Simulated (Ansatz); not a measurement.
Ansatz results at the PBE0-D4/def2-TZVP geometry: HOMO energy (PBE0/def2-TZVPP) -7.28 eV; LUMO energy (ωB97M-V/def2-TZVPP) 1.59 eV; HOMO energy (B3LYP/def2-TZVPP) -7.05 eV.

Each molecule was computed in one conformer, which needn't be the lowest.

Problem. Which molecule gave them?
A. `C/N=C\CCl`
B. `C[CH]1C[NH][GaH]1`
C. `B/C(C)=C/F`
D. `FC1=CO[SiH2]C1`

Solution. A. The others give `FC1=CO[SiH2]C1`: -6.46, 1.71, -6.26; `B/C(C)=C/F`: -7.87, 0.20, -7.66; `C[CH]1C[NH][GaH]1`: -6.37, 1.05, -6.18.

B3LYP here is the variant with VWN-RPA as its local correlation; programs differ in this.
